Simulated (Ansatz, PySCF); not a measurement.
System: sum formula SiNH5, net charge 0, singlet state. SMILES: N[SiH3]
Geometry from a B3LYP-D3(BJ)/def2-TZVP (Ansatz, a first-principles code) optimisation:
```
Si
N 1 1.7237
H 2 1.0079 1 120.20
H 2 1.0079 3 110.80 1 147.52
H 1 1.4811 2 107.87 3 -48.00
H 1 1.4811 5 110.61 2 117.76
H 1 1.4892 5 107.32 6 116.78
```
Charge 0, spin multiplicity 1.

PBE beside other levels, property by property. Valence correlation only, unless marked. UHF or UKS for open shells. No spin-orbit coupling. No relativistic terms. CBS marks a two-point X^-3 extrapolation of the correlation energy; Hartree-Fock from the larger set (for Q and 5 zeta extrapolated as (X+1)exp(-9√X)). [CCSD(T)-MP2]/basis is that difference in the basis named. Rows marked 298 K are enthalpies with B3LYP-D3(BJ) harmonic zero-point and thermal terms. Atomisation energies are electronic, to ground-state atoms; the column to compare with has the core term from cc-pwCVTZ added, other frozen-core levels have none. Vertical energies are electronic, to the SCF solution reached for that spin. Frequencies are from Ansatz or PySCF. Anions need diffuse functions, of which def2-TZVPD holds fewer than the aug- sets. The coupled-cluster column (Ansatz) is a level with limits of its own: (a) RI-MP2/CBS(aug-cc-pV(T+d)Z,aug-cc-pV(Q+d)Z)+[CCSD(T)-MP2]/aug-cc-pV(T+d)Z; (b) CCSD(T)/CBS(aug-cc-pV(T+d)Z,aug-cc-pV(Q+d)Z); (c) CCSD(T)/CBS(def2-TZVPPD,def2-QZVPPD); (d) CCSD(T)/CBS(cc-pV(Q+d)Z,cc-pV(5+d)Z).

| property | PBE/def2-TZVPD (Ansatz) | r2SCAN/def2-TZVPD (Ansatz) | B3LYP-D3(BJ)/def2-TZVPD (Ansatz + dftd3) | CAM-B3LYP/def2-TZVPD (Ansatz) | coupled cluster |
|---|---|---|---|---|---|
| N-Si bond dissociation enthalpy, 298 K, to [SiH3] (SiH3) + [NH2] (NH2) (kcal/mol) | 97.5 | 95.1 | 98.0 | 99.5 | 102.9 (c) |
| deprotonation enthalpy (H-N bond), 298 K, to [NH-][SiH3] + H+ (kcal/mol) | 372.0 | 375.2 | 376.8 | 376.3 | 376.1 (b) |
| vertical ionisation energy to the doublet (eV) | 9.64 | 9.67 | 9.86 | 9.97 | 10.13 (b) |
| H-N bond dissociation enthalpy, 298 K, to [NH][SiH3] + H atom (kcal/mol) | 105.5 | 104.4 | 107.0 | 108.1 | 111.1 (a) |
| proton affinity at N, enthalpy at 298 K, to [NH3+][SiH3] (kcal/mol) | 207.0 | 207.5 | 208.4 | 205.9 | 207.4 (d) |
| deprotonation enthalpy (H-Si bond), 298 K, to N[SiH2-] + H+ (kcal/mol) | 376.3 | 381.8 | 382.1 | 382.0 | 381.7 (b) |
| H-Si bond dissociation enthalpy, 298 K, to N[SiH2] + H atom (kcal/mol) | 83.4 | 85.3 | 88.5 | 89.3 | 91.0 (d) |
| atomisation energy (kcal/mol) | 512.7 | 511.9 | 520.3 | 520.0 | 518.7 (d) |

As the rows show:
- N-Si bond dissociation enthalpy, 298 K, to [SiH3] (SiH3) + [NH2] (NH2): PBE lies 5.4 kcal/mol below coupled cluster.
- deprotonation enthalpy (H-N bond), 298 K, to [NH-][SiH3] + H+: PBE lies 4.1 kcal/mol below coupled cluster.
- vertical ionisation energy to the doublet: PBE lies 0.49 eV below coupled cluster.
- H-N bond dissociation enthalpy, 298 K, to [NH][SiH3] + H atom: PBE lies 5.6 kcal/mol below coupled cluster.
- proton affinity at N, enthalpy at 298 K, to [NH3+][SiH3]: PBE lies 0.4 kcal/mol below coupled cluster.
- deprotonation enthalpy (H-Si bond), 298 K, to N[SiH2-] + H+: PBE lies 5.4 kcal/mol below coupled cluster.
- H-Si bond dissociation enthalpy, 298 K, to N[SiH2] + H atom: PBE lies 7.6 kcal/mol below coupled cluster.
- atomisation energy: PBE lies 6.0 kcal/mol below coupled cluster.
